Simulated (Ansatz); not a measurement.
Molecule: WH6, charge 1, multiplicity 2. SMILES of the parent species: [WH6]

Atoms: W1, H2, H3, H4, H5, H6, H7. Bonds: W1-H2, W1-H3, W1-H4, W1-H5, W1-H6, W1-H7.

Bond lengths (Å) and angles (degrees) optimised at PBE/6-31G* with LANL2DZ past Ar with Ansatz (an electronic-structure program); B3LYP/LANL2DZ with Ansatz; B3LYP/6-31G* with LANL2DZ past Ar with Ansatz; MP2/6-31G* with LANL2DZ past Ar with Ansatz, each started from the B3LYP-D3(BJ)/def2-TZVP structure (Ansatz) of the last column. A row stands for all coordinates that are equal there; 11 of 21 kinds are shown. 6-31G* holds six Cartesian d functions. No wavenumbers were computed at PBE/6-31G* with LANL2DZ past Ar, B3LYP/LANL2DZ, MP2/6-31G* with LANL2DZ past Ar, so these may be saddle points.

```tsv
coordinate	PBE/6-31G* with LANL2DZ past Ar	B3LYP/LANL2DZ	B3LYP/6-31G* with LANL2DZ past Ar	MP2/6-31G* with LANL2DZ past Ar	B3LYP-D3(BJ)/def2-TZVP
W1-H2	1.861	1.919	1.931	1.984	1.844
W1-H3	1.694	1.683	1.682	1.705	1.690
W1-H4	1.690	1.680	1.681	1.688	1.689
W1-H5	1.673	1.669	1.667	1.685	1.680
W1-H6	1.861	1.915	1.925	1.957	1.846
W1-H7	1.676	1.674	1.671	1.688	1.694
H2-W1-H3	51.3	53.7	54.3	54.0	49.5
H2-W1-H4	86.0	86.7	86.2	87.9	85.9
H2-W1-H5	107.4	110.4	111.6	108.6	107.5
H2-W1-H6	26.8	24.6	24.3	23.1	26.9
H2-W1-H7	107.4	105.8	106.0	87.8	112.3
```

Mean signed difference of all 6 bond lengths from B3LYP-D3(BJ)/def2-TZVP: PBE/6-31G* with LANL2DZ past Ar 0.002 Å, B3LYP/LANL2DZ 0.016 Å, B3LYP/6-31G* with LANL2DZ past Ar 0.019 Å, MP2/6-31G* with LANL2DZ past Ar 0.044 Å.
